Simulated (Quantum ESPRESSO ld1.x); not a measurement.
Coherent X-ray form factor from a spherical all-electron density. All-electron calculation, Dirac Kohn-Sham, LDA (Slater exchange, Perdew-Zunger correlation), spin-unpolarised, spherical densities, point nucleus. Program: ld1.x of Quantum ESPRESSO 7.5.

| sin(theta)/lambda (1/angstrom) | f0 (electrons) |
|---|---|
| 0.05 | 28.951 |
| 0.1 | 28.806 |
| 0.15 | 28.567 |
| 0.2 | 28.238 |
| 0.25 | 27.826 |
| 0.3 | 27.338 |
| 0.4 | 26.164 |
| 0.5 | 24.786 |
| 0.6 | 23.275 |
| 0.8 | 20.097 |
| 1 | 17.016 |
| 1.25 | 13.627 |
| 1.5 | 10.916 |
| 2 | 7.483 |

The species is in the configuration that NIST lists as its ground one. Which atom or ion scatters so?

Answer. The antimony ion Sb22+, [Ar] 3d10 4s1. Extrapolating in s^2 from the first two rows gives f0(0) = 29.0, near the electron count 29; among species with that count, the fall with angle is slower the higher Z, and the table is that of Z = 51; from so few rows the species is fixed only to a neighbour or two.
